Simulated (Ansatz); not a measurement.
`C[NH][In]([CH3])[F]` + `OB([SiH3])Cl` → `COB([SiH3])Cl` + `C[NH][InH][F]`  (substitution at a C–In bond)

Gas-phase electronic energies from Ansatz, PBE0-D4/def2-TZVP geometries. CBS: MP2 limit from def2 TZ/QZ plus the TZ coupled-cluster correction, frozen cores. Functionals use def2-TZVPP. def2 core potentials past Kr. For In outer-core shells are correlated without core-valence functions, which leaves a few kJ/mol of doubt a bond. Each species was taken in one conformer, which may not be the lowest.

`C[NH][In]([CH3])[F]`:

```xyz
12

C     1.342   -0.920    1.446
N     0.152   -1.247    0.698
In   -0.876   -0.142   -0.599
C    -0.784    1.806   -1.435
F    -2.362   -1.289   -1.194
H     2.186   -1.579    1.205
H     1.665    0.100    1.222
H     1.183   -0.970    2.531
H    -0.191   -2.179    0.868
H    -1.599    1.912   -2.149
H     0.170    1.952   -1.942
H    -0.886    2.555   -0.650
```

`OB([SiH3])Cl`:

Z-matrix (Å, degrees):
```
Si
B 1 2.023
H 1 1.488 2 109.2
H 1 1.488 2 109.2 3 -118.0
H 1 1.486 2 112.1 3 121.0
Cl 2 1.779 1 119.0 3 59.3
O 2 1.343 1 121.8 3 -120.7
H 7 0.965 2 113.9 1 180.0
```

`COB([SiH3])Cl`:

```xyz
11

C    -1.998   -0.403   -0.684
O    -0.680    0.110   -0.579
B     0.215   -0.170    0.371
Si    2.052    0.676    0.335
Cl   -0.165   -1.291    1.703
H    -2.696    0.433   -0.620
H    -2.214   -1.125    0.103
H    -2.100   -0.877   -1.661
H     2.273    1.442    1.592
H     3.089   -0.389    0.263
H     2.224    1.593   -0.823
```

`C[NH][InH][F]`:

Z-matrix (Å, degrees):
```
C
N 1 1.447
H 1 1.097 2 112.1
H 1 1.097 2 112.2 3 121.4
H 1 1.091 2 109.8 3 -119.3
In 2 1.984 1 125.2 3 119.9
H 2 1.006 1 113.9 3 -60.7
F 6 1.963 2 104.9 1 -0.4
H 6 1.685 2 137.6 1 179.8
```

```json
{"level": "PBE0-D4", "ΔE (kJ/mol)": "74.4", "difference from CCSD(T)/CBS": "-6.3"}
{"level": "ωB97X-V", "ΔE (kJ/mol)": "70.0", "difference from CCSD(T)/CBS": "-10.7"}
{"level": "B2PLYP", "ΔE (kJ/mol)": "76.5", "difference from CCSD(T)/CBS": "-4.2"}
{"level": "PBE", "ΔE (kJ/mol)": "75.2", "difference from CCSD(T)/CBS": "-5.5"}
{"level": "PBE0", "ΔE (kJ/mol)": "76.0", "difference from CCSD(T)/CBS": "-4.7"}
{"level": "HF/def2-TZVPP", "ΔE (kJ/mol)": "66.0", "difference from CCSD(T)/CBS": "-14.7"}
{"level": "SCS-MP2/def2-TZVPP", "ΔE (kJ/mol)": "80.2", "difference from CCSD(T)/CBS": "-0.5"}
{"level": "HF/def2-QZVPP", "ΔE (kJ/mol)": "65.5", "difference from CCSD(T)/CBS": "-15.2"}
{"level": "MP2/def2-QZVPP", "ΔE (kJ/mol)": "88.5", "difference from CCSD(T)/CBS": "7.8"}
{"level": "HF/CBS(def2)", "ΔE (kJ/mol)": "65.4", "difference from CCSD(T)/CBS": "-15.3"}
{"level": "CCSD(T)/CBS", "ΔE (kJ/mol)": "80.7", "difference from CCSD(T)/CBS": "0"}
```

Largest T1 diagnostic among the species: 0.016.

The D4 term adds −3.1 kJ/mol with B3LYP and −1.7 kJ/mol with PBE0; it sums over pairs of atoms, weighted by their polarisabilities, and B3LYP, whose exchange is more repulsive, gets the larger term. In def2-TZVPP, CCSD(T) changes the Hartree–Fock value by +12.2 kJ/mol (the triples alone add +0.4 kJ/mol) and MP2 by +21.2 kJ/mol.

B3LYP here is the variant with VWN-RPA as its local correlation; programs differ in this.
